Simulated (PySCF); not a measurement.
## Calculated NMR parameters of [SiH3]S[C@@H]1CC12CCCC2

```yaml
Formula: C7H14SSi
SMILES: "[SiH3]S[C@@H]1CC12CCCC2"
Point_group_of_the_computed_structure: C1
Degrees_of_unsaturation: 2
Carbon_signals: 7
Proton_signals: 12
```

Molfile (atoms numbered from 1):
```
C7H14SSi
     RDKit          3D

 23 24  0  0  0  0  0  0  0  0999 V2000
    2.2914    1.7731    0.4283 Si  0  0  0  0  0  4  0  0  0  0  0  0
    1.7834    0.4920   -1.2144 S   0  0  0  0  0  0  0  0  0  0  0  0
    0.8217   -0.7247   -0.3052 C   0  0  2  0  0  0  0  0  0  0  0  0
   -0.2503   -1.4797   -1.0378 C   0  0  0  0  0  0  0  0  0  0  0  0
   -0.6398   -0.5305    0.0471 C   0  0  0  0  0  0  0  0  0  0  0  0
   -1.3591    0.7839   -0.2274 C   0  0  0  0  0  0  0  0  0  0  0  0
   -1.8463    1.2750    1.1545 C   0  0  0  0  0  0  0  0  0  0  0  0
   -1.2199    0.3197    2.1787 C   0  0  0  0  0  0  0  0  0  0  0  0
   -1.1016   -0.9952    1.4143 C   0  0  0  0  0  0  0  0  0  0  0  0
    1.1015    2.4933    0.9752 H   0  0  0  0  0  0  0  0  0  0  0  0
    2.9060    0.9763    1.5340 H   0  0  0  0  0  0  0  0  0  0  0  0
    3.2752    2.7626   -0.0982 H   0  0  0  0  0  0  0  0  0  0  0  0
    1.4207   -1.2963    0.4124 H   0  0  0  0  0  0  0  0  0  0  0  0
   -0.4572   -1.1754   -2.0682 H   0  0  0  0  0  0  0  0  0  0  0  0
   -0.3258   -2.5559   -0.8566 H   0  0  0  0  0  0  0  0  0  0  0  0
   -0.6833    1.4968   -0.7248 H   0  0  0  0  0  0  0  0  0  0  0  0
   -2.2049    0.6229   -0.9138 H   0  0  0  0  0  0  0  0  0  0  0  0
   -2.9446    1.2118    1.2126 H   0  0  0  0  0  0  0  0  0  0  0  0
   -1.5821    2.3255    1.3463 H   0  0  0  0  0  0  0  0  0  0  0  0
   -1.8030    0.2396    3.1084 H   0  0  0  0  0  0  0  0  0  0  0  0
   -0.2105    0.6686    2.4554 H   0  0  0  0  0  0  0  0  0  0  0  0
   -2.0919   -1.4775    1.3268 H   0  0  0  0  0  0  0  0  0  0  0  0
   -0.4196   -1.7251    1.8771 H   0  0  0  0  0  0  0  0  0  0  0  0
  1  2  1  0
  2  3  1  0
  3  4  1  0
  4  5  1  0
  5  6  1  0
  6  7  1  0
  7  8  1  0
  8  9  1  0
  5  3  1  0
  9  5  1  0
  1 10  1  0
  1 11  1  0
  1 12  1  0
  3 13  1  1
  4 14  1  0
  4 15  1  0
  6 16  1  0
  6 17  1  0
  7 18  1  0
  7 19  1  0
  8 20  1  0
  8 21  1  0
  9 22  1  0
  9 23  1  0
M  END
```

Theoretical values (PySCF): GIAO PBE0/pcSseg-1 shieldings, PBE0-D3(BJ)/def2-SVP geometry. Non-relativistic Hamiltonian, one computed conformer, in vacuum, rapidly exchanging positions averaged.

References, each an isolated molecule treated in the same way: $^{1}$H and $^{13}$C and $^{29}$Si vs TMS; $^{33}$S against CS2.

| carbon | δC, type | δH (multiplicity) | HMBC from (2–3 bonds) | span of the C tensor (ppm) |
| --- | --- | --- | --- | --- |
| C3 | 32.0, CH | 1.33 (m) | H10/H11/H12, H16, H22, H17, H15, H23, H14 | 82 |
| C4 | 19.6, CH2 | H14 0.43 (m); H15 1.12 (m) | H16, H22, H17, H13, H23 | 47 |
| C5 | 30.7, C | – | H16, H19, H22, H18, H20, H21, H17, H13, H15, H23, H14 | 67 |
| C6 | 28.2, CH2 | H16 1.83 (m); H17 1.46 (m) | H19, H22, H18, H20, H21, H13, H15, H23, H14 | 52 |
| C7 | 27.8, CH2 | H18 1.66 (m); H19 1.79 (m) | H16, H22, H20, H21, H17, H23 | 41 |
| C8 | 29.4, CH2 | H20 1.58 (m); H21 1.47 (m) | H16, H19, H22, H18, H17, H23 | 34 |
| C9 | 40.3, CH2 | H22 1.76 (m); H23 0.79 (m) | H16, H19, H18, H20, H21, H17, H13, H15, H14 | 49 |

Other nuclei:
```tsv
atoms	nucleus	environment	δ (ppm)	σ (ppm)
H10/H11/H12	$^{1}$H	hydrogen on a silicon bonded to S	4.45	26.82
Si1	$^{29}$Si	silicon bonded to S, 3 H	-51.7	403.7
S2	$^{33}$S	sulfur bonded to C, Si	-179	674.2
```

Carbon types of the structure: 1 × C, 1 × CH, 5 × CH2, leaving 3 H on heteroatoms. δC 40.3, 29.4, 28.2, 27.8: sp3 CH2 in a ring; aliphatic region, no heteroatom directly attached. δC 32.0, 30.7, 19.6: three-membered-ring carbon. δH 4.45: hydrogen on a silicon bonded to S. δH 1.83, 1.79, 1.76, 1.66, 1.58, 1.47, 1.46, 0.79: hydrogen on an sp3 CH2 in a ring; far from electronegative atoms and π systems. δH 1.33, 1.12, 0.43: hydrogen on a three-membered-ring carbon; cyclopropane-type protons are shielded by the ring.

Shifts are as computed. Against solution values, carbons near 30 ppm lie about +2 ppm off and those near 130 ppm about +5 ppm. Of 1313 compounds with measured shifts, 239 miss one by over three times the rms of a fit or turn the order of signals round; such compounds aren't used in these exercises. Multiplicities follow the n + 1 count of equivalent neighbours, as no J values were calculated; m marks all less simple cases, F and P coupling included.
